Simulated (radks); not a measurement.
Spherical jellium clusters: N electrons in a uniform positive sphere of charge N and radius rs N^(1/3), rs = 5.93 bohr. Method: non-relativistic Kohn-Sham, LDA (Slater exchange, Perdew-Wang correlation), spin-polarised, spherical densities; computed with a radial shooting solver with Libxc functionals. Levels are named by radial order and angular momentum (1s, 1p, 1d, 2s, ...), and open shells are averaged over m.

N = 9, configuration 1s2 1p6 1d(up 1, down 0). This is the lowest configuration that the search found. Occupied and some empty levels:

| level | occupation | eigenvalue (eV) | <r> (bohr) |
|---|---|---|---|
| 1s up | 1 | -3.0355 | 8.200 |
| 1s down | 1 | -2.9696 | 8.099 |
| 1p up | 3 | -2.5128 | 9.483 |
| 1p down | 3 | -2.4331 | 9.460 |
| 1d up | 1 | -1.8203 | 10.57 |
| 1d down | 0 | -1.7372 | 10.59 |
| 2s up | 0 | -1.3843 | 9.359 |
| 2s down | 0 | -1.3465 | 9.425 |
| 1f up | 0 | -1.0207 | 11.70 |
| 1f down | 0 | -0.94209 | 11.78 |
| 2p up | 0 | -0.65934 | 12.38 |
| 2p down | 0 | -0.62127 | 12.51 |

Energy (eV): total -15.1691, kinetic 7.8270, external -213.57, Hartree 106.69, exchange-correlation -23.333, background 107.21.
